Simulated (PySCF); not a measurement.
PySCF input for CH₆ClFOSi₂, SMILES O[Si@@](Cl)(C)[SiH2]F, TDDFT-PBE/def2-SVPD. Geometry: B3LYP-D3(BJ)/def2-SVP. The structure was generated by enumeration; whether it is a known compound was not checked. Other conformers were not sampled.

```python
import numpy as np
from pyscf import gto, scf, dft, tdscf

mol = gto.M(
    atom='''
    C     2.36878450   -0.17604689   -0.31485258
    Si    0.61174053    0.18129591    0.22351515
    O     0.50267784    0.55627614    1.84096354
    Cl   -0.05830614    1.80209962   -0.92644766
    Si   -0.86408439   -1.59875969   -0.14531096
    F    -2.38502718   -1.11508963    0.20232005
    H     2.79376304   -1.00803930    0.26984175
    H     3.00672680    0.71136240   -0.16990382
    H     2.40219054   -0.44256758   -1.38323495
    H     0.91509861    1.37351244    2.14837053
    H    -0.54289618   -2.77748389    0.70902037
    H    -0.81974976   -2.00610548   -1.57881527
    ''',
    basis='def2-SVPD',
    charge=0,
    spin=0,
    max_memory=1600,
    verbose=4,
)
mf = dft.RKS(mol, xc='pbe').density_fit(auxbasis='def2-universal-jkfit')
mf.grids.level = 3
mf.conv_tol = 1e-9
mf.max_cycle = 100
mf.kernel()
mf.grids = dft.Grids(mol).set(level=1).build(with_non0tab=True)  # coarser grid for the response kernel
td = tdscf.TDDFT(mf)
td.singlet = True
td.nstates = 10
td.conv_tol = 1e-4
td.positive_eig_threshold = 1e-6
td.kernel(x0=td.get_init_guess(mf, 15))
td.analyze()
tt = tdscf.TDA(mf)
tt.singlet = False
tt.nstates = 4
tt.conv_tol = 1e-4
tt.positive_eig_threshold = 1e-6
tt.kernel(x0=tt.get_init_guess(mf, 9))
tt.analyze(verbose=3)
```

Output:

```
PySCF version 2.14.0

[INPUT] verbose = 4
[INPUT] num. atoms = 12
[INPUT] num. electrons = 74
[INPUT] charge = 0
[INPUT] spin (= nelec alpha-beta = 2S) = 0
[INPUT] symmetry False subgroup None
[INPUT] Mole.unit = angstrom
[INPUT] Symbol           X                Y                Z      unit          X                Y                Z       unit  Magmom
[INPUT]  1 C      2.368784500000  -0.176046890000  -0.314852580000 AA    4.476353953115  -0.332680407181  -0.594985145813 Bohr   0.0
[INPUT]  2 Si     0.611740530000   0.181295910000   0.223515150000 AA    1.156022060996   0.342599617404   0.422382418191 Bohr   0.0
[INPUT]  3 O      0.502677840000   0.556276140000   1.840963540000 AA    0.949923446488   1.051209554230   3.478916895910 Bohr   0.0
[INPUT]  4 Cl    -0.058306140000   1.802099620000  -0.926447660000 AA   -0.110182635981   3.405474730983  -1.750732346144 Bohr   0.0
[INPUT]  5 Si    -0.864084390000  -1.598759690000  -0.145310960000 AA   -1.632882845612  -3.021217953095  -0.274597917298 Bohr   0.0
[INPUT]  6 F     -2.385027180000  -1.115089630000   0.202320050000 AA   -4.507048169844  -2.107214005043   0.382329484008 Bohr   0.0
[INPUT]  7 H      2.793763040000  -1.008039300000   0.269841750000 AA    5.279447002532  -1.904918199798   0.509927004473 Bohr   0.0
[INPUT]  8 H      3.006726800000   0.711362400000  -0.169903820000 AA    5.681890183390   1.344280111313  -0.321071687317 Bohr   0.0
[INPUT]  9 H      2.402190540000  -0.442567580000  -1.383234950000 AA    4.539482219621  -0.836331517812  -2.613935221426 Bohr   0.0
[INPUT] 10 H      0.915098610000   1.373512440000   2.148370530000 AA    1.729285749870   2.595562340283   4.059831915787 Bohr   0.0
[INPUT] 11 H     -0.542896180000  -2.777483890000   0.709020370000 AA   -1.025925094273  -5.248683867492   1.339854316038 Bohr   0.0
[INPUT] 12 H     -0.819749760000  -2.006105480000  -1.578815270000 AA   -1.549102537078  -3.790989934189  -2.983528461581 Bohr   0.0

nuclear repulsion = 456.813929412911
number of shells = 81
number of NR pGTOs = 285
number of NR cGTOs = 189
basis = def2-SVPD
ecp = {}


[settings echo left out]
init E= -1255.12892348866
  HOMO = -0.296404462183231  LUMO = -0.0905908182869197  gap/eV = 5.60047
cycle= 1 E= -1254.75232750482  delta_E= 0.377  |g|= 0.979  |ddm|= 4.47
  HOMO = -0.12928443914566  LUMO = -0.0520667393457739  gap/eV = 2.10120
cycle= 2 E= -1253.89663434019  delta_E= 0.856  |g|= 2.28  |ddm|= 2.94
  HOMO = -0.239224262976736  LUMO = -0.0588364655959999  gap/eV = 4.90860
cycle= 3 E= -1254.92430321122  delta_E= -1.03  |g|= 0.278  |ddm|= 2.19
  HOMO = -0.254794192556253  LUMO = -0.0616380102178913  gap/eV = 5.25605
cycle= 4 E= -1254.94263620854  delta_E= -0.0183  |g|= 0.107  |ddm|= 0.466
  HOMO = -0.255300995010121  LUMO = -0.0647573303607945  gap/eV = 5.18496
cycle= 5 E= -1254.94540061705  delta_E= -0.00276  |g|= 0.0295  |ddm|= 0.139
  HOMO = -0.25356600842202  LUMO = -0.0631567995879849  gap/eV = 5.18130
cycle= 6 E= -1254.94558424974  delta_E= -0.000184  |g|= 0.0116  |ddm|= 0.0427
  HOMO = -0.253422379727801  LUMO = -0.0628227483970405  gap/eV = 5.18648
cycle= 7 E= -1254.94560914492  delta_E= -2.49e-05  |g|= 0.00323  |ddm|= 0.0123
  HOMO = -0.253540261114067  LUMO = -0.0629422332132825  gap/eV = 5.18644
cycle= 8 E= -1254.94561120899  delta_E= -2.06e-06  |g|= 0.000835  |ddm|= 0.0046
  HOMO = -0.253534902200032  LUMO = -0.0629649861160702  gap/eV = 5.18567
cycle= 9 E= -1254.94561140114  delta_E= -1.92e-07  |g|= 0.000227  |ddm|= 0.00156
  HOMO = -0.253524215570336  LUMO = -0.0629510170192407  gap/eV = 5.18576
cycle= 10 E= -1254.94561141531  delta_E= -1.42e-08  |g|= 8.5e-05  |ddm|= 0.000461
  HOMO = -0.253533822731077  LUMO = -0.0629570633091139  gap/eV = 5.18586
cycle= 11 E= -1254.94561141747  delta_E= -2.15e-09  |g|= 2.97e-05  |ddm|= 0.000188
  HOMO = -0.253532324596907  LUMO = -0.062956848577866  gap/eV = 5.18582
cycle= 12 E= -1254.94561141772  delta_E= -2.55e-10  |g|= 4.48e-06  |ddm|= 5.69e-05
  HOMO = -0.253531766788582  LUMO = -0.0629561576315112  gap/eV = 5.18583
Extra cycle  E= -1254.94561141772  delta_E= 1.36e-12  |g|= 5.85e-06  |ddm|= 1.79e-05
converged SCF energy = -1254.94561141772
tot grids = 49632
Overwritten attributes  positive_eig_threshold  of <class 'pyscf.tdscf.rks.CasidaTDDFT'>


******** <class 'pyscf.tdscf.rks.CasidaTDDFT'> for <class 'pyscf.df.df_jk.DFRKS'> ********
nstates = 10 singlet
deg_eia_thresh = 1.000e-03
wfnsym = None
conv_tol = 0.0001
eigh lindep = 1e-12
eigh level_shift = 0
eigh max_cycle = 100


Excitation energies (eV)
[5.39813983 6.03385191 6.10743608 6.38516986 6.46499644 6.57710156
 6.77384908 6.78564924 7.13854554 7.19798533]

** Singlet excitation energies and oscillator strengths **
Excited State   1:      5.39814 eV    229.68 nm  f=0.0131
      37 -> 38       -0.69869
Excited State   2:      6.03385 eV    205.48 nm  f=0.0149
      36 -> 38       -0.15786
      37 -> 39       -0.65750
      37 -> 40       -0.17029
Excited State   3:      6.10744 eV    203.01 nm  f=0.0099
      36 -> 38        0.68346
      37 -> 39       -0.14413
Excited State   4:      6.38517 eV    194.18 nm  f=0.0042
      34 -> 38       -0.14292
      35 -> 38        0.63295
      37 -> 40       -0.26158
Excited State   5:      6.46500 eV    191.78 nm  f=0.0747
      34 -> 38        0.11022
      35 -> 38        0.27302
      37 -> 39       -0.15928
      37 -> 40        0.60282
Excited State   6:      6.57710 eV    188.51 nm  f=0.0131
      34 -> 38        0.67594
      37 -> 40       -0.14862
Excited State   7:      6.77385 eV    183.03 nm  f=0.0018
      33 -> 38        0.54148
      36 -> 39        0.44164
Excited State   8:      6.78565 eV    182.72 nm  f=0.0124
      33 -> 38       -0.44709
      36 -> 39        0.53036
Excited State   9:      7.13855 eV    173.68 nm  f=0.0196
      34 -> 39        0.15466
      35 -> 39       -0.64421
      37 -> 41       -0.14591
Excited State  10:      7.19799 eV    172.25 nm  f=0.0059
      34 -> 39        0.35881
      36 -> 40        0.59193

** Transition electric dipole moments (AU) **
state          X           Y           Z        Dip. S.      Osc.
  1        -0.1026      0.2835      0.0907      0.0992      0.0131
  2        -0.2111      0.0328     -0.2347      0.1007      0.0149
  3        -0.0798      0.0194     -0.2440      0.0663      0.0099
  4        -0.1544     -0.0079     -0.0570      0.0271      0.0042
  5         0.4321      0.5220     -0.1124      0.4718      0.0747
  6        -0.2678     -0.0963      0.0196      0.0814      0.0131
  7         0.0288     -0.0994      0.0078      0.0108      0.0018
  8         0.1406     -0.1600      0.1713      0.0747      0.0124
  9        -0.1414     -0.1106      0.2830      0.1123      0.0196
 10        -0.0163      0.0797      0.1634      0.0333      0.0059

** Transition velocity dipole moments (imaginary part, AU) **
state          X           Y           Z        Dip. S.      Osc.
  1        -0.0240      0.0598      0.0198      0.0045      0.0153
  2        -0.0477      0.0080     -0.0535      0.0052      0.0157
  3        -0.0189      0.0049     -0.0550      0.0034      0.0101
  4        -0.0354     -0.0010     -0.0128      0.0014      0.0040
  5         0.1065      0.1260     -0.0277      0.0280      0.0785
  6        -0.0638     -0.0193      0.0060      0.0045      0.0123
  7         0.0056     -0.0216     -0.0027      0.0005      0.0014
  8         0.0335     -0.0418      0.0466      0.0050      0.0135
  9        -0.0353     -0.0282      0.0790      0.0083      0.0210
 10        -0.0034      0.0235      0.0397      0.0021      0.0054

** Transition magnetic dipole moments (imaginary part, AU) **
state          X           Y           Z
  1         0.0714      0.0683     -0.0073
  2        -0.1929      0.4647     -0.1314
  3        -0.0291      0.2969      0.0902
  4        -0.1739      0.1012     -0.3832
  5        -0.1099      0.3532      0.1395
  6         0.1697      0.3656     -0.5433
  7        -0.4877     -0.7966     -0.2291
  8        -0.1181      0.3857      0.3161
  9         0.3677      0.5104     -0.1514
 10        -0.6143     -0.1408      0.1071
Overwritten attributes  positive_eig_threshold  of <class 'pyscf.tdscf.rks.TDA'>


******** <class 'pyscf.tdscf.rks.TDA'> for <class 'pyscf.df.df_jk.DFRKS'> ********
nstates = 4 triplet
deg_eia_thresh = 1.000e-03
wfnsym = None
conv_tol = 0.0001
eigh lindep = 1e-12
eigh level_shift = 0
eigh max_cycle = 100


Excitation energies (eV)
[4.88846539 5.51409744 5.97043086 6.15008589]

** Triplet excitation energies and oscillator strengths **
Excited State   1:      4.88847 eV    253.63 nm  f=0.0000
Excited State   2:      5.51410 eV    224.85 nm  f=0.0000
Excited State   3:      5.97043 eV    207.66 nm  f=0.0000
Excited State   4:      6.15009 eV    201.60 nm  f=0.0000
```

Self-consistency was reached.
